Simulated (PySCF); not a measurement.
SMILES [F][Ga]([NH2])[OH] at its B3LYP/def2-SVP optimised geometry (Å):

```
7

Ga     0.0616     0.0637     0.0000
F      1.8223     0.0637     0.0000
O     -0.7552     1.6455     0.0000
H     -0.1397     2.3903    -0.0022
N     -0.8203    -1.5038    -0.0719
H     -1.8223    -1.5661     0.0669
H     -0.3484    -2.3903     0.0647
```

Level of theory: B3LYP/def2-TZVP (PySCF). Cells within 0.4 Å of a nucleus heavier than hydrogen are left out (blank, or x).

Map of the Laplacian of the electron density (e/bohr⁵), clipped to [-1.50, 1.50] on the plane z = 0.0 Å:

```
|5555555555555555555555555555555|
|5555555555555555555555555555555|
|5555555555555555555555555555555|
|5555555555555555555555555555555|
|5555555555555555555555555555555|
|5555555555555555555555555555555|
|5555555555555555555555555555555|
|5555555555566500555555555555555|
|5555555555564114555555555555555|
|555555555562xx36555555555555555|
|555555555563xx46555555555555555|
|5555555555664255555555555555555|
|5555555555566667655556655555555|
|5555555555555799995688865555555|
|555555555555599xx977xxx85555555|
|55555555555559xxx987xxx96555555|
|555555555555599x99677x685555555|
|5555555555555699975578765555555|
|5555555555565455555555555555555|
|555555555554xx45555555555555555|
|55555555401xxx55555555555555555|
|555555555243xx45555555555555555|
|5555555555565125555555555555555|
|5555555555555205555555555555555|
|5555555555555555555555555555555|
|5555555555555555555555555555555|
|5555555555555555555555555555555|
|5555555555555555555555555555555|
|5555555555555555555555555555555|
|5555555555555555555555555555555|
|5555555555555555555555555555555|
```
Scale: ten equal steps from -1.50 (start of '0') to 1.50 (end of '9'), in the order '0123456789'; x runs from -4.50 to 4.50, y from -4.50 (bottom) to 4.50 (top).
